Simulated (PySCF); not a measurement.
A species of formula C7H8O2 has this rotational fingerprint, computed with wB97X-D/def2-SVPD in PySCF (dipole) on a GFN2-xTB geometry, gas phase:

```
Rotational constants : A = 3999, B = 747.6, C = 634.9 MHz
Dipole components    : |μa| = 2.03 D, |μb| = 0.95 D, |μc| = 0.01 D
Inertial defect      : -6.35 u·Å²
κ                    : -0.93
```

**Question.** Which candidate fits, each taken in the one conformer that was computed?
A. 2,6-dimethyl-4-pyrone (`Cc1cc(=O)cc(C)o1`)
B. `[CH2:1]=[CH:2][C@H:3]([C:4]#[C:5][CH3:6])[C:7](=[O:8])[OH:9]` with C1–C2–C3–C4 -115°, C2–C3–C7–O8 38°, C3–C7–O9–H -177°
C. `[CH3:1][C:2]#[C:3]/[CH:4]=[C:5](\[CH:6]=[O:7])[O:8][CH3:9]` with C4–C5–C6–O7 180°, C4–C5–O8–C9 180°
D. `[CH:1]#[C:2][C@H:3]1[CH2:4][CH2:5][C:6](=[O:7])[O:8][CH2:9]1` with C2–C3–C4–C5 -178°, C3–C4–C5–C6 -45°, C4–C5–C6–O7 -165°, C5–C6–O8–C9 -9°
E. `[O:1]=[C:2]([OH:3])[C@@:4]12[CH2:5][CH:6]=[CH:7][C@@H:8]1[CH2:9]2` with O1–C2–O3–H 0°, O1–C2–C4–C5 0°

**Answer.** C. It is CC#C/C=C(\C=O)OC, a near-prolate asymmetric top. The candidates at the same level (rigid rotor, commonest isotopes):

| SMILES | A (MHz) | B (MHz) | C (MHz) | μa (D) | μb (D) | μc (D) | Δ (u·Å²) | point group | rotor |
| --- | --- | --- | --- | --- | --- | --- | --- | --- | --- |
| O=C(O)[C@@]12CC=C[C@@H]1C2 | 3282 | 1432 | 1152 | 0.91 | 1.82 | 0.20 | -68.31 | C1 | asymmetric top |
| Cc1cc(=O)cc(C)o1 | 1964 | 1797 | 949.5 | 5.22 | 0.00 | 0.00 | -6.23 | C2v | asymmetric top |
| C=C[C@H](C#CC)C(=O)O | 1813 | 1154 | 822.6 | 0.96 | 0.01 | 1.48 | -102.34 | C1 | asymmetric top |
| CC#C/C=C(\C=O)OC | 3999 | 747.6 | 634.9 | 2.03 | 0.95 | 0.01 | -6.35 | – | near-prolate asymmetric top |
| C#C[C@H]1CCC(=O)OC1 | 4644 | 1009 | 860.0 | 4.25 | 1.47 | 0.02 | -21.85 | C1 | near-prolate asymmetric top |

`Cc1cc(=O)cc(C)o1` has B 140 % too high; `C#C[C@H]1CCC(=O)OC1` has C 35 % too high; `C=C[C@H](C#CC)C(=O)O` has A 55 % too low; `O=C(O)[C@@]12CC=C[C@@H]1C2` has B 92 % too high. No structure here is proved a minimum.
